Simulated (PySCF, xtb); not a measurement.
BeFCl, SMILES [Be]([F])[Cl].

xtb with GFN2-xTB at its own geometry gives an orbital gap of 6.95 eV and a dipole moment of 0.34 D.

The structure is a stationary point at PBE-D3(BJ)/def2-TZVP.

What does PBE/def2-TZVPD (PySCF) give? (The exact figures need the calculation; the answer reports its results.)

gap 7.00 eV (levels -8.39 and -1.39 eV), dipole 0.22 D.
